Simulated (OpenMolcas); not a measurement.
## What dynamic correlation does to the levels of Ni4+

```
Program             : OpenMolcas 26.06
Basis               : ANO-RCC-VTZP [6s5p3d2f1g]
Scalar Hamiltonian  : DKH2, point nucleus
Active space        : 12 electrons in 8 orbitals (RAS1 3p, at most 2 holes; RAS2 3d)
State averaging     : 2S+1 = 5 even, 5 roots; 2S+1 = 3 even, 45 roots; 2S+1 = 1 even, 44 roots
Spin-orbit coupling : RASSI with atomic mean-field integrals over the reference wave functions, term energies averaged over their components
```

Methods on the same reference wave functions:
A. RASSCF
B. SS-RASPT2, IPEA 0.25 Eh, imaginary shift 0.1 Eh (closed shells correlated: 3s)
C. MS-RASPT2, IPEA 0.25 Eh, imaginary shift 0.1 Eh (closed shells correlated: 3s)

Energies in cm-1 above 3d6 5D4, the measured ground level; measured values from Corliss and Sugar, J. Phys. Chem. Ref. Data 10, 197 (1981).

```json
{"Level": "3d6 5D4", "A": "0.0", "B": "0.0", "C": "0.0", "Measured": "0.0"}
{"Level": "3d6 5D3", "A": "859", "B": "862", "C": "862", "Measured": "890"}
{"Level": "3d6 5D2", "A": "1446", "B": "1448", "C": "1448", "Measured": "1490"}
{"Level": "3d6 5D1", "A": "1820", "B": "1821", "C": "1822", "Measured": "1872"}
{"Level": "3d6 5D0", "A": "2002", "B": "2000", "C": "2000", "Measured": "2058"}
{"Level": "3d6 3P2(1)", "A": "28090", "B": "26870", "C": "26800", "Measured": "26153"}
{"Level": "3d6 3P1(1)", "A": "30628", "B": "29420", "C": "29320", "Measured": "28698"}
{"Level": "3d6 3H6", "A": "31498", "B": "27460", "C": "27460", "Measured": "27111"}
{"Level": "3d6 3P0(1)", "A": "31564", "B": "30390", "C": "30300", "Measured": "29640"}
{"Level": "3d6 3H5", "A": "31878", "B": "27860", "C": "27860", "Measured": "27578"}
{"Level": "3d6 3F3(1)", "A": "32470", "B": "30150", "C": "30120", "Measured": "29571"}
{"Level": "3d6 3F2(1)", "A": "32805", "B": "30520", "C": "30460", "Measured": "29899"}
{"Level": "3d6 3G5", "A": "37530", "B": "33840", "C": "33830", "Measured": "33256"}
{"Level": "3d6 3G4", "A": "38258", "B": "34620", "C": "34610", "Measured": "34062"}
{"Level": "3d6 3G3", "A": "38565", "B": "34920", "C": "34910", "Measured": "34416"}
{"Level": "3d6 1G4(1)", "A": "45122", "B": "43160", "C": "43120", "Measured": "42208"}
{"Level": "3d6 3D1", "A": "45826", "B": "42590", "C": "42590", "Measured": "41701"}
{"Level": "3d6 3D2", "A": "45837", "B": "42590", "C": "42590", "Measured": "41627"}
{"Level": "3d6 3D3", "A": "46113", "B": "42870", "C": "42870", "Measured": "41920"}
{"Level": "3d6 1I6", "A": "47450", "B": "41840", "C": "41830", "Measured": "41252"}
{"Level": "3d6 1S0", "A": "48263", "B": "48750", "C": "48720", "Measured": "47700"}
{"Level": "3d6 1D2", "A": "54673", "B": "50500", "C": "50500", "Measured": "48607"}
{"Level": "3d6 1F3", "A": "64977", "B": "59300", "C": "59300", "Measured": "57924"}
{"Level": "3d6 3P0(2)", "A": "73515", "B": "68490", "C": "68610", "Measured": "66738"}
```

Deviations, from unrounded energies. A percentage is the sum of absolute deviations over the sum of measured energies, with the sign that they share, or ± where signs differ.

```json
{"Against measurement": "mean absolute deviation (cm-1)", "Levels": "23", "A": "3300", "B": "710", "C": "690"}
{"Against measurement": "fine structure of the ground term (%)", "Levels": "4", "A": "-2.9", "B": "-2.8", "C": "-2.7"}
{"Against measurement": "other terms of the ground configuration (%)", "Levels": "19", "A": "+10.3", "B": "+2.2", "C": "+2.2"}
```

B, C lie about equally close to measurement and A furthest from it. The largest miss of C in the table is 3d6 1D2, by +1900 cm-1. The ranking rests on the paired levels alone, and a cruder setting can come out closer through cancelling errors.

Between B and C the level of the table that moves most is 3d6 3P0(2), by 120 cm-1 (lowest in B, highest in C). Moves below CASPT2's spread within the term are not significant.

The mean deviations of B to C differ by less than CASPT2's widest spread within a term (770 cm-1), so their order carries little weight.

From A to B the spin-free energies of the other terms of 3d6 shown, above 5D, scale by factors of 0.87 to 1.01.

The lowest spin-free term lies below A's lowest term by 0.438 hartree in B, 0.438 hartree in C.

CASPT2 breaks the degeneracy within a term, and the mean is taken; among the terms shown or strongly mixed into the levels shown the widest spread is 770 cm-1 (3d6 1I, C). Active for correlation alone: 3p; no level in the range computed is led by a configuration that opens it, so any true level of that kind is missing. The CASPT2 spread within a term exceeds the gap to the next term for 3d6 3D and 3d6 1G(1), so the order of their levels is uncertain (figures for B; the like holds for C). Without dynamic correlation excited terms often stand tens of per cent too high (terms of higher spin than the ground term too low), and those without a measured partner can miss by more than the paired ones (holds for A). Computed and measured levels are paired by configuration, term and J; levels that our copy of the source lacks, or whose pairing is in doubt (as where it misses far off the trend of its configuration), stay unpaired and out of the deviations. Levels of configurations outside the active space are missing. The table leaves out levels that lie high or whose names do not pair safely across all columns.

A number in round brackets counts repeated terms of one configuration in the order of the reference energies.
